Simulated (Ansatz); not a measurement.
## From CH4 to CHBr3: predicting a member

On one C centre, n of the H ligands are replaced by Br. The HOMO–LUMO gap y in eV at wB97X-V/def2-TZVPP. Shapes, held fixed at every level: PBE0-D4/def2-TZVP. Programs: Ansatz 0.2.0.

| molecule | n | y (eV) |
| --- | --- | --- |
| CH4 | 0 | 17.12 |
| CH3Br | 1 | ? |
| CH2Br2 | 2 | 11.79 |
| CHBr3 | 3 | 10.90 |

Problem. Fit y = c + s·n to the known rows and predict CH3Br.

Solution. 
1. Means of the 3 rows: n = 1.66667, y = 13.270.
2. Σ(Δn)² = 4.6667, Σ(Δn·Δy) = -10.07, so the slope is -10.07/4.6667 = -2.1578.
3. Intercept: 13.270 − (-2.1578) × 1.66667 = 16.866. The largest residual of the fit is 0.76.
4. CH3Br: 16.866 + (-2.1578) × 1 = 14.71 eV.

The run gave 12.61 eV, so the prediction is off by +2.10 eV, more than the scatter of the fit. The steps per swap are uneven (-4.51, -0.82, -0.89), so a line is a poor model. Other levels give for CH3Br: PBE-D4/def2-TZVPP 5.67; BHLYP-D4/def2-TZVPP 10.13; wB97M-V/def2-TZVPP 12.25 eV. Orbital gaps aren't excitation energies, and the LUMO depends on the basis. Relativity is left out for Br unless named.
